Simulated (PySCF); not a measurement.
Bonds broken one at a time in the series B Cl-I. Gas-phase values, no solvent. Strings in code marks are SMILES.

The highest occupied spin orbital from two functionals at the same geometries (PBE0-D3(BJ)/def2-TZVP), both in PySCF: PBE-D3(BJ)/def2-TZVP and ωB97X-D3(BJ)/def2-TZVP. 

```json
[
 {"species": "radical fragment (`[B](Cl)Cl`)", "PBE-D3(BJ)/def2-TZVP (eV)": "-5.10", "ωB97X-D3(BJ)/def2-TZVP (eV)": "-8.73"},
 {"species": "radical fragment (`Cl[B]I`)", "PBE-D3(BJ)/def2-TZVP (eV)": "-4.96", "ωB97X-D3(BJ)/def2-TZVP (eV)": "-8.40"},
 {"species": "radical fragment (`I[B]I`)", "PBE-D3(BJ)/def2-TZVP (eV)": "-4.84", "ωB97X-D3(BJ)/def2-TZVP (eV)": "-8.18"}
]
```

Over these rows, drawn at random from the members with no instability flagged (it was tested for open shells, ions and some series alone), PBE minus ωB97X-D3(BJ): mean +3.47 eV, from +3.34 eV to +3.63 eV.
